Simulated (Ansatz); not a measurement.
Consider the cleavage of the Si–Si bond: `[SiH3][SiH2][SiH2][SiH3]` + H–F → `F[SiH2][SiH3]` + disilane.

Gas-phase electronic energies from Ansatz, PBE0-D4/def2-TZVP geometries. CCSD(T)/CBS adds triple-zeta CCSD(T) − MP2 to the extrapolated MP2 energy (def2 sets, frozen cores). This one scheme is used for every species. Functionals use def2-TZVPP. B3LYP here is the variant with VWN-RPA as its local correlation; programs differ in this. HSE06 is defined as in plane-wave codes. Each species was taken in one conformer, which may not be the lowest.

`[SiH3][SiH2][SiH2][SiH3]`:

Cartesian coordinates in Å:
```
Si -0.246 2.267 0.642
Si -1.072 0.757 -0.942
Si 0.405 -1.042 -1.166
Si 0.738 -2.057 0.914
H -1.134 3.454 0.770
H -0.148 1.598 1.967
H 1.112 2.726 0.243
H -2.396 0.246 -0.489
H -1.261 1.446 -2.249
H 1.710 -0.540 -1.682
H -0.127 -2.039 -2.138
H 1.627 -3.245 0.799
H 1.360 -1.084 1.852
H -0.568 -2.490 1.480
```

H–F:

Z-matrix (Å, degrees):
```
F
H 1 0.920
```

`F[SiH2][SiH3]`:

Cartesian coordinates in Å:
```
F -0.049 1.626 1.580
Si -0.449 0.162 1.055
Si 0.448 -0.191 -1.080
H 0.077 -0.828 2.031
H -1.933 0.078 1.037
H -0.085 0.805 -2.046
H 0.060 -1.556 -1.528
H 1.932 -0.096 -1.049
```

`[SiH3][SiH3]`:

```xyz
8

Si   -0.825   -0.580   -0.591
Si    0.825    0.580    0.591
H    -1.682    0.371   -1.349
H    -0.201   -1.528   -1.553
H    -1.685   -1.351    0.347
H     0.201    1.530    1.550
H     1.687    1.348   -0.347
H     1.680   -0.371    1.352
```

| level | ΔE (kJ/mol) | difference from CCSD(T)/CBS |
| --- | --- | --- |
| PBE-D4 | -82.1 | 18.9 |
| revPBE-D4 | -79.1 | 21.9 |
| BLYP-D4 | -104.5 | -3.5 |
| r2SCAN-D4 | -102.1 | -1.1 |
| B97M-V | -106.1 | -5.1 |
| PBE0-D4 | -85.4 | 15.6 |
| B3LYP-D4 | -106.7 | -5.7 |
| r2SCANh-D4 | -101.5 | -0.5 |
| r2SCAN0-D4 | -100.9 | 0.1 |
| HSE06-D4 | -85.0 | 16.0 |
| BHLYP-D4 | -113.8 | -12.8 |
| CAM-B3LYP-D4 | -117.5 | -16.5 |
| ωB97X-V | -108.3 | -7.3 |
| B2PLYP | -117.6 | -16.6 |
| PBE-QIDH | -98.5 | 2.5 |
| PBE | -92.1 | 8.9 |
| revPBE | -94.7 | 6.3 |
| BLYP | -123.0 | -22.0 |
| r2SCAN | -105.2 | -4.2 |
| B3LYP | -122.6 | -21.6 |
| r2SCANh | -104.9 | -3.9 |
| r2SCAN0 | -104.7 | -3.7 |
| HSE06 | -94.2 | 6.8 |
| CAM-B3LYP | -127.8 | -26.8 |
| LC-ωPBE | -105.4 | -4.4 |
| RPA@PBE/def2-TZVPP | -106.8 | -5.8 |
| HF/def2-SVP | -127.1 | -26.1 |
| MP2/def2-SVP | -98.5 | 2.5 |
| CCSD/def2-SVP | -100.8 | 0.2 |
| HF/def2-TZVPP | -144.6 | -43.6 |
| MP2/def2-TZVPP | -103.6 | -2.6 |
| SCS-MP2/def2-TZVPP | -115.1 | -14.1 |
| CCSD/def2-TZVPP | -108.5 | -7.5 |
| CCSD(T)/def2-TZVPP | -102.2 | -1.2 |
| HF/def2-QZVPP | -147.5 | -46.5 |
| MP2/def2-QZVPP | -103.9 | -2.9 |
| SCS-MP2/def2-QZVPP | -115.3 | -14.3 |
| HF/CBS(def2) | -147.9 | -46.9 |
| MP2/CBS(def2) | -102.5 | -1.5 |
| CCSD/CBS(def2) | -107.3 | -6.3 |
| CCSD(T)/CBS | -101.0 | 0 |

Largest T1 diagnostic among the species: 0.014.

Leaving LDA and LC-ωPBE aside and taking each functional with its dispersion term where it has one, the values spread over 38.5 kJ/mol, from B2PLYP to revPBE-D4. LDA lies +6.0 kJ/mol from PBE without D4. At CCSD(T), def2-SVP lies +4.1 kJ/mol from the extrapolated value and def2-TZVPP −1.2 kJ/mol.
